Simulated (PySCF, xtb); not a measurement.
O2W, SMILES [W](=[O])=[O], multiplicity 1.

GFN2-xTB (xtb 6.7.1) at its own geometry gives an orbital gap of 2.21 eV and a dipole moment of 1.76 D.

Coordinates come from a PBE0-D3(BJ)/def2-TZVP optimisation. The spin state was assumed, not searched. The def2 effective core potentials stand for the cores of W; spin–orbit coupling is left out.

Problem. What does PBE/def2-TZVPD (PySCF) give? (An estimate is asked for; the answer gives what the named calculation found.)

Solution. gap 1.13 eV (levels -5.58 and -4.45 eV), dipole 3.01 D.
